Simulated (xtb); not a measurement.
ClCu (SMILES [Cl][Cu]), singlet, at a GFN2-xTB geometry (such geometries of metal compounds can be far from the true shape), atoms displaced at random by about 0.1 Å a coordinate.

The xtb input:
```
$ xtb mol.xyz --gfn 2 --opt --json

# file mol.xyz
2

Cu     0.05053398     0.11745233    -0.74715299
Cl    -0.05872857    -0.15190617     1.30369025
```

### Question
What does this run give for the total energy at the end of the optimisation, dipole moment, HOMO-LUMO gap?

### Answer

```json
{
  "total_energy_at_the_end_of_the_optimisation": "-8.4411 Eh",
  "dipole_moment": "6.78 D",
  "HOMO-LUMO gap": "4.89 eV"
}
```
